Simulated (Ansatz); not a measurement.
Consider the ligand exchange at the Si–O bond: `O[SiH](O)O[SiH](F)F` + H–F → `O[SiH](O)F` + `O[SiH](F)F`.

Computed with Ansatz on PBE0-D4/def2-TZVP structures; ΔE is electronic, products minus reactants. CBS: MP2 limit from def2 TZ/QZ plus the TZ coupled-cluster correction, frozen cores. This one scheme is used for every species. Each species was taken in one conformer, which may not be the lowest.

| species | CCSD(T)/CBS(def2) energy (Eh) |
| --- | --- |
| `O[SiH](O)O[SiH](F)F` | -1006.03726 |
| H–F | -100.39570 |
| `O[SiH](O)F` | -541.20494 |
| `O[SiH](F)F` | -565.23707 |

Problem. Work out ΔE.

Solution. ΔE = (-541.20494) + (-565.23707) − (-1006.03726) − (-100.39570) = -0.00905 Eh = -23.8 kJ/mol.

Largest T1 diagnostic among the species: 0.012.

The D4 term adds +11.4 kJ/mol with B3LYP and +6.7 kJ/mol with PBE0; it sums over pairs of atoms, weighted by their polarisabilities, and B3LYP, whose exchange is more repulsive, gets the larger term. From PBE to PBE0 (25 % exact exchange), in def2-TZVPP and without D4, ΔE moves by +3.6 kJ/mol.

B3LYP here is the variant with VWN-RPA as its local correlation; programs differ in this.
